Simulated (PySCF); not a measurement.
Boron monobromide, BBr (singlet state).
Structure used (PBE0-D3(BJ)/def2-TZVP), in Å, numbered top down from 1:
```xyz
2
BBr angstrom
B      0.9852   -0.0430   -0.0146
Br    -0.9082    0.0056   -0.0347
```

Method: PySCF, PBE0-D3(BJ)/def2-TZVP geometry optimisation, gas phase.

Take the most abundant isotopes and a rigid rotor. 

Question: What are the moment of inertia and the rotational constant?

Answer: I = 34.660 u·Å², B = 505379 MHz·u·Å²/I = 14581 MHz (0.4864 cm⁻¹, or 0.700 K as hB/k). For two atoms I = μr² with μ = 9.6615 u and r = 1.8940 Å.

Question: List the first levels of a rigid rotor in a Σ state.

Answer: E(J) = BJ(J+1): J = 1: 0.973, J = 2: 2.918, J = 3: 5.836, J = 4: 9.727, J = 5: 14.591, J = 6: 20.428 cm⁻¹.

Question: Where do the first rotational lines fall?

Answer: The dipole is 1.50 D; J+1 ← J lies at 2B(J+1): 1 ← 0 at 29.16 GHz, 2 ← 1 at 58.32 GHz, 3 ← 2 at 87.49 GHz, 4 ← 3 at 116.65 GHz, 5 ← 4 at 145.81 GHz, 6 ← 5 at 174.97 GHz.

Question: Estimate the classical rotational partition function at 50 K, 298.15 K and 500 K.

Answer: Point group C∞v, symmetry number σ = 1; q = kT/(σhB), k/h = 20836.6 MHz/K: 71.5 at 50 K, 426 at 298.15 K, 715 at 500 K.

No frequency check. No vibrational averaging or centrifugal distortion is included, and the geometry carries the error of its method.
